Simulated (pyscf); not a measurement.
**Elimination: H₃Si–S–Sn:–Cl [singlet] → H₃Si–Cl + S=Sn: [singlet]**

Gas phase, singlet surface, charge 0. Bonds broken: Cl1–Sn2, S3–Si4. Bonds formed: Cl1–Si4. PySCF, gas phase, ωB97X-D3(BJ)/def2-SVP geometries. MP2 and CC: frozen core, UHF for open shells. ΔMP2 is the change of the MP2 total energy from the triple- to the quadruple-zeta basis.

Transition state (Å):

```xyz
7

Cl    -1.0202     1.3573    -0.5249
Sn     1.5254     1.8312    -0.3827
S      1.5849    -0.3349     0.3463
Si    -0.8622    -0.8437     0.2274
H     -0.4646    -1.9101    -0.7280
H     -0.7483    -1.1065     1.6855
H     -2.3529    -0.7907     0.0347
```

One imaginary mode, 199i cm⁻¹; descent along it reached the two sides named, in the forms told below.

```tsv
bond	change	reactant side (Å)	saddle	product side
Cl1–Sn2	breaks	2.390	2.593	3.0
S3–Si4	breaks	2.151	2.502	3.4
Cl1–Si4	forms	3.3	2.331	2.111
```

Electronic energies relative to the reactant's lowest minimum found (kJ/mol):

```json
[
 {"level": "ωB97X-D3(BJ)/def2-TZVP", "barrier": "137.2", "reaction energy": "+143.9", "reverse barrier": "-6.7"},
 {"level": "PBE/def2-TZVP", "barrier": "117.4", "reaction energy": "+102.2", "reverse barrier": "15.1"},
 {"level": "r²SCAN/def2-TZVP", "barrier": "127.3", "reaction energy": "+111.0", "reverse barrier": "16.3"},
 {"level": "B3LYP-D3(BJ)/def2-TZVP", "barrier": "132.5", "reaction energy": "+113.1", "reverse barrier": "19.4"},
 {"level": "PBE0-D3(BJ)/def2-TZVP", "barrier": "128.1", "reaction energy": "+121.3", "reverse barrier": "6.8"},
 {"level": "M06-2X/def2-TZVP", "barrier": "137.8", "reaction energy": "+118.0", "reverse barrier": "19.8"},
 {"level": "ωB97M-D3(BJ)/def2-TZVP", "barrier": "134.4", "reaction energy": "+109.1", "reverse barrier": "25.3"},
 {"level": "HF/def2-TZVP", "barrier": "172.5", "reaction energy": "+85.9", "reverse barrier": "86.5"},
 {"level": "MP2/def2-QZVPP", "barrier": "128.1", "reaction energy": "+102.5", "reverse barrier": "25.5"},
 {"level": "CCSD/def2-TZVPP", "barrier": "141.0", "reaction energy": "+94.5", "reverse barrier": "46.5"},
 {"level": "CCSD(T)/def2-TZVPP", "barrier": "132.2", "reaction energy": "+91.5", "reverse barrier": "40.7"},
 {"level": "CCSD(T)/def2-TZVPP + ΔMP2(QZVPP)", "barrier": "131.2", "reaction energy": "+98.7", "reverse barrier": "32.5"}
]
```

With CCSD(T)/def2-TZVPP + ΔMP2(QZVPP) energies and thermal terms (ideal gas, 1 atm, RRHO with modes under 100 cm⁻¹ raised to 100, one conformer, R ln 2 for chiral ones without a mode under 150 cm⁻¹), in kJ/mol:

```json
[
 {"T (K)": "298", "ΔH‡": "128.3", "ΔG‡": "131.2", "ΔH": "+95.4", "ΔG": "+55.8"},
 {"T (K)": "600", "ΔH‡": "125.9", "ΔG‡": "135.1", "ΔH": "+91.6", "ΔG": "+17.2"},
 {"T (K)": "900", "ΔH‡": "123.4", "ΔG‡": "140.2", "ΔH": "+87.8", "ΔG": "-19.2"},
 {"T (K)": "1200", "ΔH‡": "120.9", "ΔG‡": "146.2", "ΔH": "+84.0", "ΔG": "-54.2"}
]
```

On the product side the descent ends in a complex, 32.5 kJ/mol under the separated species and 25.8 kJ/mol under the saddle at ωB97X-D3(BJ)/def2-TZVP. At ωB97X-D3(BJ) the saddle lies under the separated products, which points to a path from their complex (located at ωB97X-D3(BJ) alone), and parting the products costs more than the saddle. This is the saddle that the search found; another between the same sides may lie lower. The CCSD(T) − MP2 part came from Ansatz, without density fitting, on the same reference. The frozen core leaves the outer d or s,p core shells of the metals and heavy elements correlated in the MP2 and CC values, and def2-TZVPP describes them poorly, which can shift differences by a few kcal/mol. Elements past Kr carry the def2 core potentials, without spin-orbit coupling.
